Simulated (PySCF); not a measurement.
**Correlation energy of Ge⁺ (germanium, charge +1)**

[Ar] 3d10 4s2 4p1, 2P determinant. Calculation: PySCF 2.14, in x2c-TZVPPall with one added diffuse shell each of s, p, d type (7s6p5d1f, 57 functions); the spin-free X2C one-electron Hamiltonian (Gaussian nucleus). Frozen: [Ar] 3d10; 3 electrons correlated.

MP2 pair energies summed by pair of shells (mhartree):

```
 pair  energy  share (%)
4s-4s  -20.72       56.3
4s-4p  -16.06       43.7
```

Total MP2 correlation energy: -36.78 mhartree.

Same-spin part -2.50 and opposite-spin part -34.27 mhartree; SCS-MP2 scales them by 1/3 and 6/5 to -41.96 mhartree.
